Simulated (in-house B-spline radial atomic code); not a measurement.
Results of a calculation; reference values are marked as such.
# Correlation energy from the adiabatic connection: −V exp(−r²/w²), V = 8.29, w = 3.15

Two electrons in a singlet, external potential −V exp(−r²/w²), V = 8.29, w = 3.15 (atomic units). Full CI in B-splines (partial waves to l = 8, correlation up to 0.6 % small) with the density held fixed gives W(λ) = <V_ee>_λ − U, and E_c is the integral of W(λ) − W(0) from 0 to 1.

```csv
λ,W(λ) − W(0) (hartree)
0,0.00000
0.02,-0.00197
0.05,-0.00488
0.12,-0.01148
0.25,-0.02306
0.4,-0.03540
0.6,-0.05034
0.8,-0.06376
1,-0.07586
```

(1) Integrate the table by the trapezoid rule.

(2) Now use only three numbers: W(0) = -0.8077, the initial slope W'(0) = -0.09906 (extrapolated from the first points) and the strong-coupling limit of the point-charge-plus-continuum model, W∞ = -1.1087. What do second-order theory and the interpolation W(λ) = W∞ + (W(0) − W∞)/√(1 + 2χλ) of Seidl, Perdew and Levy give?

Answers

(1) The strips give -0.00002, -0.00010, -0.00057, -0.00225, -0.00438, -0.00857, -0.01141, -0.01396, which sum to -0.04127 hartree. The direct value, W(1) − W(0) + T_c with T_c = 0.03450, is -0.04137; the curve is convex, so chords lie above it and the trapezoids fall short in size by 0.23 %.

(2) Second order keeps the slope alone: E_c = W'(0)/2 = -0.04953, +20 % in size against -0.04137. Matching the slope fixes χ = W'(0)/(W∞ − W(0)) = -0.09906/(-0.30100) = 0.32910. Integrating, with s = √(1 + 2χ) = 1.287713, E_c = −(W(0) − W∞)(s − 1)/(s + 1) = −0.30100 × 0.287713/2.287713 = -0.03786 hartree, -8.5 % in size against the full result. At λ = 1 the formula gives W − W(0) = -0.06725 against -0.07586. Part of the miss can come from the model's W∞.
